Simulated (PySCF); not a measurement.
# Working out the ionisation energy of Ge

Ge [Ar] 3d10 4s2 4p2 (3P) → Ge+ [Ar] 3d10 4s2 4p1 (2P). Calculation: PySCF 2.14, in cc-pVTZ-PP with ECP10MDF; scalar relativity through the core potential. Frozen: 3s2 3p6 3d10. Energies in hartree (1 hartree = 27.21139 eV):

```tsv
part	Ge (lower)	Ge+ (upper)
UHF	-293.352811	-293.080568
CCSD correlation	-0.064831	-0.051252
(T)	-0.001798	-0.000782
```

Question: What does Hartree-Fock give?

Answer: (-293.080568) − (-293.352811) = 0.272243 hartree = 7.408 eV.

Question: What do CCSD and CCSD(T) give?

Answer: The CCSD correlation energies differ by 0.013579 hartree = 0.370 eV and the triples by 0.001016 hartree = 0.028 eV, so CCSD gives 7.778 eV and CCSD(T) 7.806 eV.

Measured between the centres of the two terms (NIST): 7.925 eV, so CCSD(T) (valence) is off by -0.119 eV.

What remains against the reference includes basis incompleteness, the frozen core and higher excitations.
